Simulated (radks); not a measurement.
Q: Ionisation of neutral iridium, [Xe] 4f14 5d7 6s2, to [Xe] 4f14 5d7 6s1 as the strength of local exchange is varied. Calculated with a radial shooting solver on a logarithmic mesh with Libxc functionals: scalar-relativistic Kohn-Sham, Slater X-alpha exchange (alpha = 2/3 is LDA exchange), no correlation, spin-polarised, spherical densities, point nucleus; open shells are filled with parallel spins first (spin-orbit coupling, left out, can overturn this in heavy ions).

| alpha | E(Ir) (hartree) | exchange (hartree) | IE (eV) | -e of the level emptied (eV) | <r> of it (bohr) |
|---|---|---|---|---|---|
| 0.637 | -17794.8841 | -313.1092 | 7.892 | 4.765 (6s) | 3.056 |
| 0.667 | -17809.7157 | -328.1478 | 8.065 | 4.939 (6s) | 3.037 |
| 0.728 | -17839.9142 | -358.8071 | 8.425 | 5.302 (6s) | 2.998 |
| 0.92 | -17935.3218 | -456.0135 | 9.616 | 6.527 (6s) | 2.879 |
| x | -17785.4976 | -303.5983 | 7.784 | 4.656 (6s) | 3.068 |

Which alpha was used in the last row?

A: alpha = 0.618. NIST Atomic Spectra Database: 8.967 eV (measured). The Delta-SCF value meets it near alpha = 0.82. Open shells are spherical and high-spin; term and fine-structure splittings are not resolved. Spin-orbit splitting is averaged out at the scalar-relativistic level.
